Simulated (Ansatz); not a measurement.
CuSi4⁺. The state is a singlet with charge 1. Geometry PBE-D4/def2-SVP, basis def2-TZVP, Ansatz.

```xyz
5

Cu    1.928    0.369    0.164
Si   -2.866    0.933    0.964
Si    3.512   -0.805   -0.934
Si   -0.371    0.228    0.224
Si   -2.202   -0.724   -0.417
```

```
run  HOMO (eV)  LUMO (eV)
  A      -9.78      -8.48
  B      -9.11      -8.60
  C      -9.48      -8.77
  D      -9.32      -8.80
  E     -10.15      -8.06
```

No other spin state of charge 1 was run. Another isomer (singlet) lies 3.47 eV lower at PBE0-D4/def2-TZVP; other spin states weren't run for this one.

**Question.** The runs used BLYP, PBE, PBE0, r2SCAN, r2SCANh. Estimate which is which.

**Answer.** A r2SCANh (10 % exact exchange); B BLYP (0 % exact exchange); C r2SCAN (0 % exact exchange); D PBE (0 % exact exchange); E PBE0 (25 % exact exchange). Exact exchange lowers occupied and raises empty levels; among semilocal functionals meta-GGAs tend to open the gap a little, and such runs are hard to tell apart. The gap grows from 0.51 eV (BLYP) to 2.09 eV (PBE0). The restricted singlet is unstable towards broken spin symmetry in Hartree–Fock (as tested in another run); at r2SCANh-D4/def2-TZVP, BLYP-D4/def2-TZVP, r2SCAN-D4/def2-TZVP, PBE-D4/def2-TZVP and others this wasn't settled.
